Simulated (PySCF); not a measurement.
GeHI, SMILES [GeH][I] (connectivity only; charge and spin as stated), neutral, multiplicity 1.

The structure is a stationary point at PBE-D3(BJ)/def2-TZVP. The def2 effective core potentials stand for the cores of I; spin–orbit coupling is left out.

These are PySCF with TDA-M06-2X/def2-TZVPD values and carry that method's errors.

Vertical excitations. Isolated molecule, no solvent. State labels are in the subgroup Cs.

| state | symmetry | energy (eV) | λ (nm) | f | main pairs |
|---|---|---|---|---|---|
| S1 | A" | 2.52 | 491 | 0.010 | HOMO→LUMO 96 % |
| S2 | A" | 3.81 | 325 | 0.006 | HOMO−2→LUMO 98 % |
| S3 | A' | 4.37 | 284 | 0.014 | HOMO−1→LUMO 81 %, HOMO→LUMO+1 13 % |
| S4 | A" | 4.65 | 266 | 0.000 | HOMO−3→LUMO 97 % |
| S5 | A' | 4.86 | 255 | 0.102 | HOMO→LUMO+1 78 % |
| S6 | A" | 5.80 | 214 | 0.005 | HOMO−1→LUMO+1 93 % |
| S7 | A' | 6.08 | 204 | 0.062 | HOMO→LUMO+2 70 %, HOMO−2→LUMO+1 20 % |
| S8 | A' | 6.29 | 197 | 0.210 | HOMO−2→LUMO+1 52 %, HOMO→LUMO+2 24 %, HOMO−3→LUMO+1 13 % |
| S9 | A" | 6.90 | 180 | 0.002 | HOMO→LUMO+3 98 % |
| S10 | A' | 6.94 | 179 | 0.081 | HOMO→LUMO+4 90 % |
| T1 | A" | 1.50 | 825 | 0 | HOMO→LUMO 83 % |
| T2 | A" | 3.46 | 359 | 0 | HOMO−2→LUMO 85 % |
| T3 | A' | 3.52 | 352 | 0 | HOMO−1→LUMO 98 % |
| T4 | A' | 4.01 | 309 | 0 | HOMO→LUMO+1 82 % |
Triplets are in the Tamm–Dancoff approximation.
